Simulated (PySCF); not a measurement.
SMILES F[Si](F)(F)CC[SiH](Cl)Cl, B3LYP/def2-SVP optimised geometry.

```
14

Si    -1.40    -2.62    -3.25
F     -0.98    -1.78    -4.55
F     -3.01    -2.72    -3.27
F     -0.83    -4.11    -3.44
C     -0.79    -1.82    -1.70
C     -1.30    -0.37    -1.55
Si    -0.69     0.50     0.00
Cl    -1.39     2.45     0.00
Cl     1.39     0.50     0.00
H     -1.11    -2.45    -0.85
H      0.31    -1.85    -1.71
H     -1.00     0.24    -2.41
H     -2.41    -0.34    -1.52
H     -1.14    -0.16     1.25
```

Density from B3LYP/def2-TZVP (PySCF) at that geometry.

Minimum of the electron density along straight lines between bonded atoms, close to the bond critical point (lines longer than 1.1 times the sum of covalent radii, or with two minima, are not listed):

```csv
bond,length / Å,ρ at the minimum / e bohr⁻³,∇²ρ there / e bohr⁻⁵,position (fraction from the first atom)
Si1–F2,1.609,0.138,0.92,0.42
Si1–F3,1.609,0.137,0.92,0.42
Si1–F4,1.607,0.138,0.93,0.42
Si1–C5,1.849,0.136,0.13,0.39
C5–C6,1.546,0.230,…,0.50
C6–Si7,1.878,0.127,0.12,0.61
Si7–Cl8,2.072,0.098,0.19,0.36
Si7–Cl9,2.078,0.097,0.18,0.36
C5–H10,1.105,0.269,-0.88,0.64
C5–H11,1.104,0.270,-0.89,0.64
C6–H12,1.104,0.271,-0.90,0.64
C6–H13,1.105,0.269,-0.89,0.64
Si7–H14,1.482,0.127,0.12,0.49
```

Task: Fill in the missing entries.

Result: 
- C5–C6, ∇²ρ there / e bohr⁻⁵: -0.52
